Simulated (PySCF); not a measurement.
Correlation energy of Cu (copper, neutral)

[Ar] 3d10 4s1, 2S determinant. Calculation: PySCF 2.14, in cc-pVDZ-DK (6s5p3d1f, 43 functions); the spin-free X2C one-electron Hamiltonian (Gaussian nucleus). Frozen: [Ar]; 11 electrons correlated.

MP2 pair energies summed by pair of shells (mhartree):

```tsv
pair	energy	share (%)
3d-3d	-424.89	95.5
3d-4s	-20.00	4.5
```

Total MP2 correlation energy: -444.89 mhartree.

Same-spin part -170.19 and opposite-spin part -274.70 mhartree; SCS-MP2 scales them by 1/3 and 6/5 to -386.37 mhartree.

```json
{"level": "CCSD", "correlation energy (mhartree)": "-385.02"}
{"level": "(T)", "correlation energy (mhartree)": "-11.77"}
{"level": "CCSD(T)", "correlation energy (mhartree)": "-396.79"}
```

Diagnostics: T1 = 0.022, D1 = 0.0593, largest double amplitude 0.023.

Problem. Is a single reference adequate?

Solution. Yes: T1 lies below 0.03 and no double amplitude reaches 0.07.
